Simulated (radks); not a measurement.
Values are calculated unless marked as measured or tabulated.
Numerical settings for the selenium ion Se+, [Ar] 3d10 4s2 4p3. Code: a radial shooting solver on a logarithmic mesh with Libxc functionals. Model: scalar-relativistic Kohn-Sham, LDA (Slater exchange, Perdew-Wang correlation), spin-polarised, spherical densities, finite nucleus; open shells are filled with parallel spins first; Fermi nuclear charge, rms radius 4.14 fm. The defaults (mesh step 0.008 in ln r, mesh end at 40 bohr or more with all orbitals vanishing there, Anderson mixing 0.5 over 9 steps, residual threshold near 1e-9 with the energy settled to 1e-9 hartree or 1e-11 of itself, here a cap of 80 iterations) give E = -2426.4311 hartree and 4p at -16.434 eV in 15 iterations. Run on one thread of a shared host, so times are rough (Arm Neoverse N1): 0.21 s of CPU time, 0.21 s wall, 15 iterations on 2259 mesh points. Changes against that run (0 stands for a change within the tolerance of the run):

[
 {"setting": "mesh step in ln r 0.03", "iterations": "15", "converged": "yes", "E (mhartree)": "+0.000325", "e(4p) (meV)": "0", "CPU (s)": "0.07"},
 {"setting": "mesh step in ln r 0.2", "iterations": "4", "converged": "no", "E (mhartree)": "diverged", "e(4p) (meV)": "-", "CPU (s)": "0.02"},
 {"setting": "mesh step in ln r 0.005", "iterations": "15", "converged": "yes", "E (mhartree)": "0", "e(4p) (meV)": "0", "CPU (s)": "0.33"},
 {"setting": "mesh end (bohr) 8", "iterations": "15", "converged": "yes", "E (mhartree)": "+0.0727", "e(4p) (meV)": "+4.55", "CPU (s)": "0.2"},
 {"setting": "mesh end (bohr) 20", "iterations": "15", "converged": "yes", "E (mhartree)": "0", "e(4p) (meV)": "0", "CPU (s)": "0.2"},
 {"setting": "residual threshold 0.01", "iterations": "11", "converged": "yes", "E (mhartree)": "0", "e(4p) (meV)": "-0.0178", "CPU (s)": "0.17"},
 {"setting": "residual threshold 0.1", "iterations": "11", "converged": "yes", "E (mhartree)": "0", "e(4p) (meV)": "-0.0178", "CPU (s)": "0.17"},
 {"setting": "mixing 0.01", "iterations": "24", "converged": "yes", "E (mhartree)": "0", "e(4p) (meV)": "0", "CPU (s)": "0.33"},
 {"setting": "linear mixing, mixing 1", "iterations": "80", "converged": "no", "E (mhartree)": "+1.53e+05", "e(4p) (meV)": "+1.35e+04", "CPU (s)": "2.4"},
 {"setting": "linear mixing, mixing 0.2", "iterations": "80", "converged": "no", "E (mhartree)": "0", "e(4p) (meV)": "0", "CPU (s)": "0.79"},
 {"setting": "mixing history 20", "iterations": "23", "converged": "yes", "E (mhartree)": "0", "e(4p) (meV)": "0", "CPU (s)": "0.29"},
 {"setting": "iteration cap 5", "iterations": "5", "converged": "no", "E (mhartree)": "+3.25", "e(4p) (meV)": "+332", "CPU (s)": "0.08"}
]

No run marked as converged misses the energy by more than 1 mhartree. A mesh that ends early acts as a hard wall.
